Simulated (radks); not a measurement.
Results of a calculation; reference values are marked as such.
The molybdenum ion Mo8+, configuration [Ar] 3d10 4s2 4p4.

Level of theory: scalar-relativistic Kohn-Sham, PBEsol, spin-polarised, spherical densities, finite nucleus; open shells are filled with parallel spins first (spin-orbit coupling, left out, can overturn this in heavy ions); Fermi nuclear charge, rms radius 4.4091 fm (a radial shooting solver on a logarithmic mesh with Libxc functionals).

Energy parts (Ry):
total: -8057.38441
kinetic: 8308.58170
electron-nucleus: -19087.82216
Hartree: 2955.87394
exchange-correlation: -234.01789

Orbitals (lengths in bohr, moments of r in powers of bohr; <r^-3> diverges for s and p1/2; r(max) is where P^2 peaks):
orbital  occ.  eigenvalue (Ry)     <r^2>      <r^4>  <r^-3>   r(max)
1s up       1        -1466.034  0.001670  7.219e-06       -  0.02288
1s down     1        -1466.002  0.001670  7.219e-06       -  0.02288
2s up       1        -215.6513   0.02787   0.001336       -   0.1296
2s down     1        -215.6317   0.02787   0.001336       -   0.1297
2p up       3        -193.9091   0.02193  0.0009569    2550   0.1036
2p down     3        -193.8790   0.02193  0.0009569    2550   0.1036
3s up       1        -44.75036    0.2100    0.06817       -   0.3833
3s down     1        -44.71458    0.2098    0.06794       -   0.3834
3p up       3        -37.62043    0.2145    0.07487   427.3   0.3766
3p down     3        -37.57998    0.2142    0.07449   427.4   0.3767
3d up       5        -26.02497    0.2044    0.08019   56.98   0.3213
3d down     5        -25.98188    0.2036    0.07930   57.07   0.3213
4s up       1        -13.66625     1.197      2.058       -   0.9583
4s down     1        -13.42792     1.199      2.074       -   0.9562
4p up       3        -11.55430     1.374      2.757   78.58    1.017
4p down     1        -11.31784     1.382      2.805   78.56    1.015

The highest occupied level is 4p down at -153.99 eV. Summed over all electrons, <r^2> = 11.84 bohr^2, which gives a Langevin (diamagnetic) susceptibility term of -9.38 x 10^-6 cm^3/mol.
